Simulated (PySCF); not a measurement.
# Substituent effects on chemical shifts

Parent skeleton `[CH3:1][C:2]([CH3:3])([SiH3:4])[Cl:5]`; one hydrogen on atom 1 is replaced by X. Hydrogens on one atom are averaged.

PySCF 2.14 calculation with shieldings: GIAO PBE0/pcSseg-1 and geometry: GFN2-xTB; single conformer, isolated molecule, non-relativistic Hamiltonian, rapidly exchanging positions averaged.

Scale: TMS for $^{13}$C, $^{29}$Si, $^{1}$H; $^{35}$Cl against HCl (reference shieldings calculated alike).

Parent (X = H): C1 33.4, C2 57.1, C3 33.4, Si4 -49.7, Cl5 233.8, H(C1) 1.68, H(C3) 1.68, H(Si4) 4.04 ppm. Effects are Δδ = δ(X) − δ(H), positive for deshielding.

Q: Order these by the shift of C2, most shielded first.
A. X = COCH3
B. X = CH2CN
C. X = OH

A: A (+1.0 ppm), B (+4.2 ppm), C (+12.5 ppm).

Q: Order these by the shift of C3, most shielded first.
A. X = COCH3
B. X = OH
C. X = CH2OCH3

A: B (-6.9 ppm), C (-3.5 ppm), A (-0.5 ppm).
